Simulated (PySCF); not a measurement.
# Spinor energies of Ti (titanium, neutral)

Start: [Ar] 3d1 4s2 4p1; 3d5/2 filled at m_j = +5/2; 4p3/2 filled at m_j = +3/2. Calculated with PySCF 2.14 in x2c-SVPall-2c with one added diffuse shell each of s, d type (6s5p4d1f, 48 functions): generalised Hartree-Fock with the X2C-1e Hamiltonian and a Gaussian nucleus; one run each with spin-orbit coupling (SO) switched off, then screened by Boettger's factors. This is a chosen level, not necessarily the ground level.

```csv
spinor shell,electrons,"ε, spin-free (eV)","ε, screened SO (eV)",weight of nominal j (screened SO),"rms radius, screened SO (bohr)"
1s1/2,2,-5024.2,-5024.2,1.000,0.0805
2s1/2,2,-597.72,-597.72,1.000,0.350
2p1/2,2,-493.60,-497.46,0.997,0.318
3s1/2,2,-85.924,-85.928,1.000,1.07
3p3/2,4,-55.265,-55.597,0.851,1.17
3p1/2,2,-55.265,-54.620,0.701,1.17
3d5/2,1,-17.375,-17.356,1.000,1.51
4s1/2,2,-7.856,-7.856,0.984,3.61
4p3/2,1,-4.642,-4.626,1.000,3.63
```

Question: Where does 2p3/2 lie, and what is the 2p spin-orbit splitting (screened SO)?

Answer: At -491.70 eV, 5.757 eV above 2p1/2.

| quantity | spin-free | screened SO |
| --- | --- | --- |
| E (hartree) | -852.42925 | -852.43222 |
| M_J | 4 | 4 |
| ⟨J²⟩ | 20.273 | 20.265 |
| ⟨L²⟩ | 12.204 | 12.203 |
| ⟨S²⟩ | 2.070 | 2.069 |

Each row is a mean over spinors that exchange with the open shell spreads, by up to 5.571 eV (3p3/2).

Rows whose weight is well below 1 are mixtures of j = l ± 1/2: exchange outweighs spin-orbit coupling there, and the label is only the starting occupation.

⟨J²⟩ departs a little from M_J(M_J + 1) because the unrestricted spinors polarise the closed shells.

Without spin-orbit coupling the j labels of p, d and f shells carry no meaning; the spin-free column gives the mean over the occupied spinors of each nl shell, and its ⟨J²⟩ belongs to a mixture of degenerate components.
